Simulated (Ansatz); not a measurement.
CBrF2, SMILES F[C](F)Br, multiplicity 2.

Geometry: r2SCAN-D4/def2-SVP. The isomer is the one that the SMILES or the coordinates give; other isomers of the formula were not compared.

Two levels are set side by side: PBE/def2-SVPD (Ansatz, an electronic-structure program) and CAM-B3LYP/def2-SVPD (Ansatz). Energy differences of separate SCF runs at the same geometry; the states with an electron removed or added have multiplicity 1 and 1. Differences are taken from unrounded values.

| quantity | CAM-B3LYP |
|---|---|
| vertical ionisation energy (eV) | 10.12 |
| vertical electron affinity (eV) | 0.77 |

**Question.** What does PBE give, and how far is it from CAM-B3LYP? (Estimate from the structure and the level; the computed values follow.)

**Answer.** 
```csv
quantity,PBE,PBE minus CAM-B3LYP
vertical ionisation energy (eV),9.54,-0.58
vertical electron affinity (eV),0.69,-0.08
```
